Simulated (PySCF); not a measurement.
C₆H₁₅In (SMILES C[CH2][In]([CH2]C)[CH2]C), singlet, geometry from GFN2-xTB (such geometries of metal compounds can be far from the true shape) (all electrons, no relativity).

The PySCF input:
```python
from pyscf import gto, scf, dft

mol = gto.Mole()
mol.atom = '''
    In    0.07649762   -0.22200321    0.00693532
    C     2.02672712    0.15771225   -1.13545282
    C     2.36142183    1.63252338   -1.31068090
    H     1.94066758   -0.33083748   -2.11056739
    H     2.82357011   -0.35209405   -0.58529438
    H     2.45995188    2.12575404   -0.34227827
    H     1.58050189    2.14303965   -1.87522276
    H     3.30396277    1.75910326   -1.84981189
    C    -0.38833693   -2.35436143    0.69839517
    C    -1.78872250   -2.44716336    1.28982773
    H     0.35867416   -2.65031795    1.44040329
    H    -0.28641149   -3.03119926   -0.15454106
    H    -2.54125842   -2.18219544    0.54491415
    H    -1.89692529   -1.76512216    2.13538012
    H    -2.00419206   -3.45898083    1.64236480
    C    -1.45686153    1.39454694    0.51776553
    C    -1.14581916    2.75242261   -0.09509029
    H    -1.50381275    1.47106885    1.60794101
    H    -2.43115501    1.03525521    0.17402415
    H    -1.10938311    2.68711054   -1.18368891
    H    -0.18333376    3.12590196    0.25648098
    H    -1.90969286    3.48758859    0.17147927
'''
mol.basis = 'sto-3g'
mol.verbose = 4
mol.build()

mf = dft.RKS(mol)
mf.xc = 'blyp'
mf.disp = 'd3zero'
mf.kernel()
```

Question: Estimate the Mulliken (on the basis functions themselves) charges in atom order that BLYP-D3ZERO/STO-3G (PySCF) returns for this input.

Answer: In1 0.63, C2 -0.27, C3 -0.23, H4 0.05, H5 0.05, H6 0.06, H7 0.07, H8 0.06, C9 -0.27, C10 -0.23, H11 0.05, H12 0.05, H13 0.06, H14 0.06, H15 0.06, C16 -0.27, C17 -0.23, H18 0.05, H19 0.05, H20 0.06, H21 0.07, H22 0.06

Question: What is the computed number of basis functions (BLYP-D3ZERO/STO-3G)?

Answer: 72

Question: Give the HOMO energy at the level BLYP-D3ZERO/STO-3G.

Answer: -2.15 eV

Question: What is the computed total energy (BLYP-D3ZERO/STO-3G)?

Answer: -5919.3775 Eh

Question: What HOMO-LUMO gap does BLYP-D3ZERO/STO-3G give?

Answer: 3.45 eV

Question: Predict the dipole moment from BLYP-D3ZERO/STO-3G.

Answer: 0.14 D
